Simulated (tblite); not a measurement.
C3H10GeSi.
Bonds: C1–C2 (double), C2–Si3, Si3–C4, C4–Ge5. Hydrogens: H6, H7 on C1; H8 on C2; H9, H10 on Si3; H11, H12 on C4; H13, H14, H15 on Ge5.

Computed with GFN2-xTB (tblite), gas phase: L-BFGS steps from a force-field or distance-geometry start until the largest atomic force falls under 0.01 eV/Å.

Step 35: E = -411.1265 eV
```
atom  x, y, z in Å  |  force x, y, z in eV/Å
C1     -2.6904   -0.7297    0.2755   -0.003   0.028  -0.004
C2     -2.1722    0.0380   -0.6705    0.021   0.030   0.000
Si3    -0.4629    0.8401   -0.5829   -0.054  -0.029   0.002
C4      0.8408   -0.5129   -0.2752   -0.007   0.049   0.000
Ge5     2.6783    0.1626   -0.1293    0.052  -0.005   0.000
H6     -2.1473   -0.9635    1.1778   -0.002  -0.007  -0.012
H7     -3.6805   -1.1552    0.2053    0.004  -0.016  -0.004
H8     -2.7754    0.2437   -1.5474    0.017  -0.013   0.025
H9     -0.4251    1.7990    0.5311    0.007   0.013  -0.004
H10    -0.2078    1.5370   -1.8496    0.029  -0.006  -0.012
H11     0.8029   -1.2543   -1.0716    0.005  -0.035  -0.022
H12     0.5973   -1.0371    0.6477   -0.019  -0.012   0.031
H13     3.5385   -0.7871    0.6542    0.014  -0.003  -0.034
H14     3.3348    0.3466   -1.4626   -0.035  -0.007   0.010
H15     2.7644    1.4808    0.5701   -0.029   0.012   0.023
```

Step 36: E = -411.1270 eV
```
atom  x, y, z in Å  |  force x, y, z in eV/Å
C1     -2.6941   -0.7319    0.2741   -0.001   0.051   0.008
C2     -2.1742    0.0390   -0.6682    0.026   0.018  -0.020
Si3    -0.4636    0.8388   -0.5834   -0.051  -0.031   0.006
C4      0.8413   -0.5115   -0.2707    0.000   0.043  -0.006
Ge5     2.6791    0.1643   -0.1300    0.060  -0.017   0.002
H6     -2.1509   -0.9654    1.1760   -0.004  -0.023   0.004
H7     -3.6859   -1.1536    0.2039    0.016  -0.020  -0.007
H8     -2.7757    0.2453   -1.5456    0.006  -0.003   0.012
H9     -0.4260    1.8024    0.5262    0.007   0.018  -0.001
H10    -0.2040    1.5282   -1.8534    0.022  -0.004  -0.010
H11     0.8066   -1.2537   -1.0662   -0.004  -0.043  -0.031
H12     0.5987   -1.0363    0.6520   -0.015  -0.005   0.035
H13     3.5424   -0.7902    0.6446    0.013  -0.004  -0.036
H14     3.3317    0.3561   -1.4646   -0.043  -0.009   0.016
H15     2.7702    1.4767    0.5776   -0.031   0.029   0.029
```

Step 37: E = -411.1276 eV
```
atom  x, y, z in Å  |  force x, y, z in eV/Å
C1     -2.6979   -0.7334    0.2727    0.001   0.063   0.023
C2     -2.1760    0.0403   -0.6659    0.019  -0.001  -0.034
Si3    -0.4649    0.8370   -0.5834   -0.022  -0.018   0.006
C4      0.8417   -0.5100   -0.2654    0.009   0.015  -0.011
Ge5     2.6806    0.1663   -0.1306    0.041  -0.020   0.011
H6     -2.1548   -0.9678    1.1740   -0.006  -0.034   0.019
H7     -3.6912   -1.1521    0.2021    0.028  -0.020  -0.010
H8     -2.7756    0.2471   -1.5436   -0.011   0.010  -0.009
H9     -0.4269    1.8070    0.5206    0.005   0.017  -0.002
H10    -0.1985    1.5174   -1.8576    0.011  -0.005  -0.002
H11     0.8102   -1.2534   -1.0607   -0.013  -0.036  -0.023
H12     0.5999   -1.0363    0.6574   -0.007   0.012   0.023
H13     3.5464   -0.7938    0.6333    0.019  -0.010  -0.034
H14     3.3265    0.3671   -1.4670   -0.044  -0.010   0.015
H15     2.7762    1.4726    0.5866   -0.032   0.037   0.030
```

**Question.** Estimate the geometry and energy of step 38. (The exact step hangs on the optimiser's Hessian estimate; all steps are aligned on step 37, rigid shifts and turns removed.)

**Answer.** E = -411.1282 eV, largest force 0.066 eV/Å
```
atom  x, y, z in Å  |  force x, y, z in eV/Å
C1     -2.7011   -0.7336    0.2719    0.002   0.058   0.031
C2     -2.1772    0.0415   -0.6644    0.005  -0.019  -0.036
Si3    -0.4662    0.8353   -0.5831    0.019   0.003   0.003
C4      0.8420   -0.5088   -0.2605    0.016  -0.021  -0.014
Ge5     2.6824    0.1679   -0.1309    0.005  -0.012   0.023
H6     -2.1581   -0.9703    1.1725   -0.008  -0.037   0.027
H7     -3.6950   -1.1513    0.2001    0.036  -0.015  -0.012
H8     -2.7753    0.2490   -1.5421   -0.026   0.019  -0.027
H9     -0.4274    1.8119    0.5155    0.003   0.013  -0.006
H10    -0.1927    1.5069   -1.8613    0.000  -0.006   0.008
H11     0.8126   -1.2534   -1.0561   -0.017  -0.020  -0.005
H12     0.6007   -1.0367    0.6624    0.005   0.031   0.003
H13     3.5500   -0.7971    0.6224    0.030  -0.019  -0.028
H14     3.3202    0.3772   -1.4690   -0.040  -0.008   0.008
H15     2.7808    1.4696    0.5952   -0.031   0.031   0.026
```

The energy changes by -0.0006 eV. The first-order estimate −F·Δx gives -0.0007 eV and the mean of the old and new forces, exact on a quadratic surface, -0.0006 eV. The step makes an angle of 80° with the force vector and moves no atom by more than 0.013 Å.

What follows is the cost of the whole relaxation. On one thread of an Arm Neoverse N1, no GPU, shared host, this took 1.4 s.
